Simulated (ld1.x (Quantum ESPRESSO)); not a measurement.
**O (Z = 8): excitation energies, all-electron against RRKJ**

- Element: oxygen
- Generator: ld1.x (Quantum ESPRESSO) 7.5
- Type: norm-conserving RRKJ (Kleinman–Bylander form)
- Functional: Wu–Cohen
- Relativity: non-relativistic
- Frozen core: [He]
- Valence charge: 6
- Reference configuration: 2s2 2p4
- Partial waves: 2p (bound): rc 1.30 bohr; 2s (bound): rc 0.95 bohr
- Local potential: the s channel
- Core correction: none
- rho0: 0.001

Energies are relative to the spin-unpolarised reference configuration 2s2 2p4; without spin polarisation the order of configurations can differ from experiment. The frozen-core shift is the all-electron ΔE with the core orbitals held at their reference shape minus the fully relaxed ΔE.

```
valence configuration  charge  ΔE all-electron (eV)  error AE − PS (meV)  frozen-core shift (meV)
              2s2 2p3      +1                16.417                  +13                     +0.1
              2s2 2p2      +2                49.995                 +131                     +1.4
              2s2 2p1      +3               103.844                 +587                     +7.8
            2s2 2p4.3    -0.3                -2.115                 +0.1                      0.0
              2s2 2p0      +4               180.654                +1810                      +30
            2s2 2p3.5    +0.5                 6.277                 +1.7                      0.0
```

Task: What are ΔE and the potential's error for 2s0 2p6?

Result: ΔE = 29.617 eV all-electron; the error (AE − PS) is +59 meV.
